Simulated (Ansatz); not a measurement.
CH₆F₂Si₂ (`F[SiH2]C[SiH2]F`). Charge 0, multiplicity 1. Geometry: relaxed with PBE0-D4/def2-TZVP. It is one conformer, not always the lowest.

```xyz
11

F    -2.630    0.982   -0.739
Si   -1.327    0.829    0.182
C    -0.058   -0.179   -0.728
Si    1.394   -0.744    0.284
F     1.994    0.511    1.081
H    -1.746    0.144    1.430
H    -0.825    2.191    0.474
H     0.298    0.387   -1.594
H    -0.552   -1.082   -1.109
H     2.478   -1.288   -0.568
H     0.973   -1.751    1.288
```

What is the dipole moment at r2SCAN/def2-TZVPP? (Estimate.)

Computed: 1.49 D, with components (0.47, -1.18, -0.78) D in this frame, pointing from negative to positive charge.

And with PBE, B3LYP, ωB97M-V? (An estimate is asked.)

Ansatz gave: PBE 1.46 D, B3LYP 1.52 D, ωB97M-V 1.51 D.

Give the Mulliken charges with r2SCAN, ωB97M-V, PBE in def2-TZVPP. (Estimate.)

Ansatz gave: 
| atom | r2SCAN | ωB97M-V | PBE |
| --- | --- | --- | --- |
| F1 | -0.33 | -0.32 | -0.29 |
| Si2 | 0.58 | 0.50 | 0.49 |
| C3 | -0.33 | -0.44 | -0.30 |
| Si4 | 0.58 | 0.49 | 0.48 |
| F5 | -0.33 | -0.32 | -0.29 |
| H6 | -0.09 | -0.05 | -0.08 |
| H7 | -0.08 | -0.04 | -0.07 |
| H8 | 0.09 | 0.13 | 0.11 |
| H9 | 0.09 | 0.13 | 0.11 |
| H10 | -0.09 | -0.04 | -0.08 |
| H11 | -0.09 | -0.04 | -0.08 |

B3LYP here is the variant with VWN-RPA as its local correlation; programs differ in this.
